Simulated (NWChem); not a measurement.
System: CF2 cation, doublet

```xyz
3

F      1.0870     0.0000    -0.1452
C      0.0000     0.0000     0.4273
F     -1.0870     0.0000    -0.1452
```
Atoms are numbered in this order, from 1.

All runs: NWChem. Pople sets run with spherical d functions. Spin-unrestricted. In the optimisation the excess spin sits in a1 (C2v, its own frame). Structure relaxed at the B3LYP/6-31G* (spherical d), spin-unrestricted level. No stability test was run on the SCF state. Atomic charges in e: unrestrained fits to the electrostatic potential beside Mulliken populations; the two definitions need not agree.

**Question.** Estimate the computed values for UHF/6-31G*. Quantities: ESP F1; Mulliken F1; ESP C2; Mulliken C2; ESP F3; Mulliken F3; relative RMS misfit of the potential (%).

**Answer.** 
```yaml
ESP F1: 0.07
Mulliken F1: -0.09
ESP C2: 0.87
Mulliken C2: 1.19
ESP F3: 0.07
Mulliken F3: -0.09
relative RMS misfit of the potential (%): 2
```
